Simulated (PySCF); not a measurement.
Molecule: SMILES c1ccc(Cl)c(c1)CC. Atoms near the plane z = 0.0 Å, at the GFN2-xTB optimised geometry (x, y, z in Å): C2 (-1.5, -1.9, 0.0), C3 (-0.7, -0.7, 0.0), C4 (-1.3, 0.6, 0.0), C5 (-0.6, 1.8, 0.0), C6 (0.8, 1.7, 0.0), C7 (1.4, 0.5, 0.0), C8 (0.7, -0.7, 0.0), Cl9 (1.6, -2.2, 0.0), H13 (-2.5, -1.8, -0.4), H14 (-1.0, -2.7, -0.6), H15 (-2.4, 0.6, 0.0), H16 (-1.2, 2.7, 0.0), H17 (1.3, 2.6, 0.0), H18 (2.5, 0.5, 0.0).

Calculation: PySCF with CAM-B3LYP/def2-SVP. Cells within 0.4 Å of a nucleus heavier than hydrogen are left out (blank, or x). The values are rescaled to run from 0 to 1.

```
|0000000000000000000000000000000|
|0000000000000000000000000000000|
|0000000000000000000000000000000|
|0000000002676200003652000000000|
|0000000028999700028999400000000|
|0000000069999920069999820000000|
|0000000069999940189999930000000|
|0000000039999951389999810000000|
|0000000005999856579998300000000|
|0000000000474xx96xx872000000000|
|000002220025xxx94xx530000000000|
|0000489974488348526853477620000|
|0001799999548843379757999971000|
|0001899999xxx520153xx9999982000|
|0000799999xx3620154xx9999992000|
|0000169997589844379758999971000|
|0000000111485x483x6852455310000|
|000000000025xxx9xxx520000000000|
|0000024542585x585x3632210000000|
|0000489997699845468877764100000|
|0001699998xx7620267217987400000|
|0000599997xx4410273xx1987410000|
|0000158885138710485xx1886410000|
|0000002333589820589316875200000|
|0000000001478810489887643100000|
|0000000000146500267764321000000|
|0000000000001100035432100000000|
|0000000000000000002211000000000|
|0000000000000000000000000000000|
|0000000000000000000000000000000|
|0000000000000000000000000000000|
```
Scale: ten equal steps from 0.000 (start of '0') to 1.00 (end of '9'), in the order '0123456789'; x runs from -5.00 to 5.00, y from -5.00 (bottom) to 5.00 (top).

### Question
Which quantity is mapped?
A) log10 of the electron density
B) electrostatic potential
C) an orbital amplitude
D) electron localisation function

### Answer
D, electron localisation function
